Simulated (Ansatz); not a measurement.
Bond stretch in HF (cation, charge +1), doublet.

- UKS-PBE = unrestricted PBE/def2-SVP (Ansatz, a first-principles code)
- UKS-PBE0 = unrestricted PBE0/def2-SVP run with Ansatz
- FCI = full CI/def2-SVP, frozen core in Ansatz

Energies relative to the lowest point of each curve near equilibrium, in eV; the last columns give the error against full CI:

```json
[
 {"R / Å": "0.75", "UKS-PBE": "2.490", "UKS-PBE0": "2.344", "FCI": "2.323", "UKS-PBE − FCI": "0.167", "UKS-PBE0 − FCI": "0.021"},
 {"R / Å": "0.81", "UKS-PBE": "1.280", "UKS-PBE0": "1.167", "FCI": "1.143", "UKS-PBE − FCI": "0.138", "UKS-PBE0 − FCI": "0.024"},
 {"R / Å": "0.86", "UKS-PBE": "0.662", "UKS-PBE0": "0.576", "FCI": "0.554", "UKS-PBE − FCI": "0.108", "UKS-PBE0 − FCI": "0.022"},
 {"R / Å": "0.90", "UKS-PBE": "0.347", "UKS-PBE0": "0.283", "FCI": "0.264", "UKS-PBE − FCI": "0.083", "UKS-PBE0 − FCI": "0.018"},
 {"R / Å": "0.96", "UKS-PBE": "0.086", "UKS-PBE0": "0.054", "FCI": "0.045", "UKS-PBE − FCI": "0.042", "UKS-PBE0 − FCI": "0.009"},
 {"R / Å": "0.98", "UKS-PBE": "0.042", "UKS-PBE0": "0.020", "FCI": "0.014", "UKS-PBE − FCI": "0.027", "UKS-PBE0 − FCI": "0.006"},
 {"R / Å": "1.01", "UKS-PBE": "0.006", "UKS-PBE0": "0.000", "FCI": "0.000", "UKS-PBE − FCI": "0.006", "UKS-PBE0 − FCI": "0.000"},
 {"R / Å": "1.03", "UKS-PBE": "0.000", "UKS-PBE0": "0.004", "FCI": "0.008", "UKS-PBE − FCI": "-0.008", "UKS-PBE0 − FCI": "-0.004"},
 {"R / Å": "1.07", "UKS-PBE": "0.021", "UKS-PBE0": "0.044", "FCI": "0.057", "UKS-PBE − FCI": "-0.036", "UKS-PBE0 − FCI": "-0.013"},
 {"R / Å": "1.10", "UKS-PBE": "0.060", "UKS-PBE0": "0.097", "FCI": "0.116", "UKS-PBE − FCI": "-0.056", "UKS-PBE0 − FCI": "-0.020"},
 {"R / Å": "1.19", "UKS-PBE": "0.259", "UKS-PBE0": "0.333", "FCI": "0.374", "UKS-PBE − FCI": "-0.116", "UKS-PBE0 − FCI": "-0.042"},
 {"R / Å": "1.25", "UKS-PBE": "0.432", "UKS-PBE0": "0.528", "FCI": "0.585", "UKS-PBE − FCI": "-0.153", "UKS-PBE0 − FCI": "-0.057"},
 {"R / Å": "1.38", "UKS-PBE": "0.847", "UKS-PBE0": "0.981", "FCI": "1.073", "UKS-PBE − FCI": "-0.227", "UKS-PBE0 − FCI": "-0.092"},
 {"R / Å": "1.52", "UKS-PBE": "1.286", "UKS-PBE0": "1.450", "FCI": "1.584", "UKS-PBE − FCI": "-0.298", "UKS-PBE0 − FCI": "-0.134"},
 {"R / Å": "1.67", "UKS-PBE": "1.703", "UKS-PBE0": "1.890", "FCI": "2.069", "UKS-PBE − FCI": "-0.366", "UKS-PBE0 − FCI": "-0.179"},
 {"R / Å": "1.84", "UKS-PBE": "2.091", "UKS-PBE0": "2.298", "FCI": "2.525", "UKS-PBE − FCI": "-0.434", "UKS-PBE0 − FCI": "-0.227"},
 {"R / Å": "1.99", "UKS-PBE": "2.356", "UKS-PBE0": "2.582", "FCI": "2.843", "UKS-PBE − FCI": "-0.487", "UKS-PBE0 − FCI": "-0.261"},
 {"R / Å": "2.19", "UKS-PBE": "2.606", "UKS-PBE0": "2.865", "FCI": "3.156", "UKS-PBE − FCI": "-0.550", "UKS-PBE0 − FCI": "-0.291"},
 {"R / Å": "2.52", "UKS-PBE": "2.835", "UKS-PBE0": "3.156", "FCI": "3.465", "UKS-PBE − FCI": "-0.630", "UKS-PBE0 − FCI": "-0.309"},
 {"R / Å": "2.72", "UKS-PBE": "2.901", "UKS-PBE0": "3.257", "FCI": "3.566", "UKS-PBE − FCI": "-0.665", "UKS-PBE0 − FCI": "-0.309"},
 {"R / Å": "3.04", "UKS-PBE": "2.939", "UKS-PBE0": "3.344", "FCI": "3.654", "UKS-PBE − FCI": "-0.715", "UKS-PBE0 − FCI": "-0.310"},
 {"R / Å": "3.50", "UKS-PBE": "2.917", "UKS-PBE0": "3.378", "FCI": "3.707", "UKS-PBE − FCI": "-0.789", "UKS-PBE0 − FCI": "-0.328"},
 {"R / Å": "3.98", "UKS-PBE": "2.858", "UKS-PBE0": "3.363", "FCI": "3.728", "UKS-PBE − FCI": "-0.870", "UKS-PBE0 − FCI": "-0.365"}
]
```

UKS-PBE is furthest from FCI at 3.98 (-0.870 eV, below); its mean absolute error over the points is 0.303 eV.

UKS-PBE0 is furthest from FCI at 3.98 (-0.365 eV, below); its mean absolute error over the points is 0.132 eV.

The unrestricted determinant behind UKS-PBE is spin-contaminated at 2.19 to 3.98 Å (<S²> up to 1.1, against 0.75 for a pure doublet). The unrestricted determinant behind UKS-PBE0 is spin-contaminated at 2.52 to 3.98 Å (<S²> up to 1.0, against 0.75 for a pure doublet).
